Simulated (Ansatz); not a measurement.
Basis-set extrapolation for C$_{2}$H$_{3}$Al$_{2}$Cl (`C#[C][Al]([AlH2])[Cl]`) (PBE0-D4/def2-TZVP geometry, frozen core, Ansatz). Multiplicity 1, RHF reference.

```tsv
	def2-TZVPP	def2-QZVPP
HF	-1020.888366	-1020.917947
MP2 correlation	-0.626717	-0.677025
CCSD(T) correlation	-0.706034	not run
```

Energies in hartree. Use E(X) = E(∞) + A·exp(−7.88·√X) for Hartree–Fock and E(X) = E(∞) + B·X^(−2.97) for correlation, with X = 3 and 4, and add CCSD(T) minus MP2 of the smaller set to the MP2 limit.

Q: What is the CCSD(T) energy at the basis-set limit?

A: HF limit: -1020.917947 + (-0.029581) × 0.13774 = -1020.92202. MP2 limit: -0.677025 + (-0.050308) × 0.74074 = -0.71429. Higher-order term: -0.706034 − (-0.626717) = -0.07932. Total: -1021.71563 hartree, 318.3 kJ/mol below CCSD(T)/def2-TZVPP.
